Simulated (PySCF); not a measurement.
**`C#CC[Si@@H](Cl)P[SiH3]`, C3H8ClPSi2**

Geometry (Å), atoms numbered from 1 in this order:
```xyz
15

C     3.689    0.375    0.594
C     2.599    0.284    0.109
C     1.277    0.162   -0.452
Si    0.138   -0.934    0.630
Cl   -0.193    0.004    2.394
P    -1.714   -1.349   -0.565
Si   -2.591    0.688   -0.854
H     4.650    0.468    1.003
H     1.350   -0.274   -1.450
H     0.844    1.160   -0.560
H     0.770   -2.218    0.936
H    -2.486   -1.684    0.527
H    -1.830    1.300   -1.945
H    -2.521    1.542    0.333
H    -3.986    0.485   -1.240
```

Computed with PySCF, TDDFT B3LYP/def2-SVPD circular dichroism and optical rotation, one conformer, gas phase. Geometry: GFN2-xTB.

The molecule is flexible and this is one conformer; a measurement averages over conformers.

Stereocentres: Si4 R.

Task: What is the specific rotation at 633, 589.3, 546, 436, 405, 365, 355 nm?

Result: [α] in deg dm⁻¹ (g/mL)⁻¹:
| λ (nm) | origin-invariant length gauge | modified velocity gauge | length gauge (centre of mass) | isotropic polarisability (au) |
| --- | --- | --- | --- | --- |
| 633 | +102.5 | +119.2 | +103.3 | 134.7 |
| 589.3 | +120.2 | +139.8 | +121.1 | 135.5 |
| 546 | +142.8 | +166.2 | +143.9 | 136.4 |
| 436 | +243.0 | +283.2 | +244.8 | 140.3 |
| 405 | +292.1 | +340.8 | +294.3 | 142.2 |
| 365 | +383.3 | +448.1 | +386.0 | 145.4 |
| 355 | +413.2 | +483.6 | +416.1 | 146.5 |

Task: And for the mirror image at 589.3 nm?

Result: -120.2 deg dm⁻¹ (g/mL)⁻¹ (origin-invariant length gauge): the same size and the opposite sign.

Task: What is the molar rotation [Φ] = [α]·M/100 of the geometry above at 589.3 nm?

Result: With M = 166.69 g/mol, +200.3 deg cm² dmol⁻¹ (origin-invariant length gauge).

The first excitation lies at 5.77 eV (215 nm) with R = +9.9 × 10⁻⁴⁰ esu² cm² (velocity form).
